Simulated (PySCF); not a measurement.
## Radial density of Ar+ (argon, charge +1)

UHF, [Ne] 3s2 3p4 4s1, high-spin 4P determinant (an excited configuration). Computed with PySCF 2.14 in aug-cc-pCVQZ-DK (10s9p7d5f3g, 134 functions), with scalar relativity by spin-free X2C-1e.

```tsv
r (bohr)	4πr²ρ (e/bohr)	4πr²(ρα − ρβ)
0.00131	0.1013	0.0001
0.00221	0.2631	0.0001
0.00372	0.6730	0.0004
0.00625	1.669	0.0009
0.0105	3.915	0.0023
0.0177	8.349	0.0051
0.0298	15.07	0.0113
0.0501	20.60	0.0283
0.0842	18.75	0.0899
0.142	14.40	0.2644
0.238	19.78	0.4126
0.401	17.12	0.0751
0.674	5.106	0.3531
1.13	5.095	1.6398
1.91	2.296	0.8134
3.21	0.4598	0.3770
5.40	0.1360	0.1356
9.08	0.0005996	0.0006
```

Densities and radii are taken from the X2C orbitals without a picture-change correction, which distorts them close to the nucleus.

The outer electron is Rydberg-like, and this basis confines it to a smaller radius and binds it less than a complete one would.
